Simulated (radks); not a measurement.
Rb I, 37 electrons, occupied as [Kr] 5s0.5 5p0.5 (fractional occupations, a model configuration). All-electron calculation, scalar-relativistic Kohn-Sham, BLYP, spin-polarised, spherical densities, finite nucleus; open shells are filled with parallel spins first (spin-orbit coupling, left out, can overturn this in heavy ions); Fermi nuclear charge, rms radius 4.2036 fm. Program: a radial shooting solver on a logarithmic mesh with Libxc functionals. Some entries of the table are withheld. Estimate them.

| orbital | occ. | eigenvalue (hartree) | r(max) (bohr) |
|---|---|---|---|
| 1s up | 1 | -552.6137 | 0.02629 |
| 1s down | 1 | -552.6135 | 0.02629 |
| 2s up | 1 | -73.83446 | 0.1496 |
| 2s down | 1 | -73.83431 | 0.1496 |
| 2p up | 3 | -65.46709 | 0.1196 |
| 2p down | 3 | -65.46692 | 0.1196 |
| 3s up | 1 | -10.96078 | 0.4509 |
| 3s down | 1 | -10.96051 | 0.4509 |
| 3p up | 3 | -8.27827 | 0.4463 |
| 3p down | 3 | -8.27797 | 0.4463 |
| 3d up | 5 | -3.83921 | 0.3928 |
| 3d down | 5 | -3.83887 | 0.3928 |
| 4s up | 1 | -1.18997 | 1.257 |
| 4s down | 1 | -1.18878 | 1.258 |
| 4p up | 3 | (1) | 1.424 |
| 4p down | 3 | (2) | 1.424 |
| 5s up | 0.5 | -0.09839 | 4.184 |
| 5p up | 0.5 | -0.03829 | 5.976 |

Answer. 
(1) 4p up eigenvalue (hartree): -0.60325
(2) 4p down eigenvalue (hartree): -0.60178
